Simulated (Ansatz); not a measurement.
Consider the formal loss of a carbene: `C[O][W](=[O])(=[O])[Cl]` → `[CH2]` (triplet) + `[O]=[W](=[O])([OH])[Cl]`.

Computed with Ansatz on PBE0-D4/def2-TZVP structures; ΔE is electronic, products minus reactants. CCSD(T)/CBS is the MP2 limit (def2-TZVPP, def2-QZVPP) plus CCSD(T) − MP2 in def2-TZVPP, frozen cores. This one scheme is used for every species. Functionals use def2-TZVPP. Triplets are unrestricted, without spin–orbit coupling. def2 core potentials past Kr. For W outer-core shells are correlated without core-valence functions, which leaves a few kJ/mol of doubt a bond. One conformer a species, not always the lowest.

| level | ΔE (kJ/mol) |
| --- | --- |
| PBE-D4 | 401.4 |
| r2SCAN-D4 | 372.0 |
| r2SCANh-D4 | 369.6 |
| r2SCAN0-D4 | 366.5 |
| ωB97M-V | 394.6 |
| MP2/def2-SVP | 395.0 |
| HF/def2-QZVPP | 258.3 |
| CCSD/CBS(def2) | 380.8 |

Problem. What does CCSD(T)/CBS give? (An estimate is asked.)

Solution. Ansatz gave: +392.2 kJ/mol. The listed levels differ from it by 9.2, -20.2, -22.6, -25.7, 2.4, 2.8, -133.9, -11.4 kJ/mol.

Largest T1 diagnostic among the species: 0.022, so the coupled-cluster value is less sure than usual.

Leaving LDA and LC-ωPBE aside and taking each functional with its dispersion term where it has one, the values, not all of them listed here, spread over 39.8 kJ/mol, from r2SCAN0-D4 to ωB97X-V. LDA lies +69.7 kJ/mol from PBE without D4. From BLYP to BHLYP (50 % exact exchange), in def2-TZVPP and without D4, ΔE moves by −8.4 kJ/mol. The D4 term adds +8.9 kJ/mol with B3LYP and +5.0 kJ/mol with PBE0; it sums over pairs of atoms, weighted by their polarisabilities, and B3LYP, whose exchange is more repulsive, gets the larger term.

CCSD(T)/CBS has its own doubt, a few kJ/mol and more with outer-core shells, so smaller differences from it don't rank the levels.

B3LYP here is the variant with VWN-RPA as its local correlation; programs differ in this.
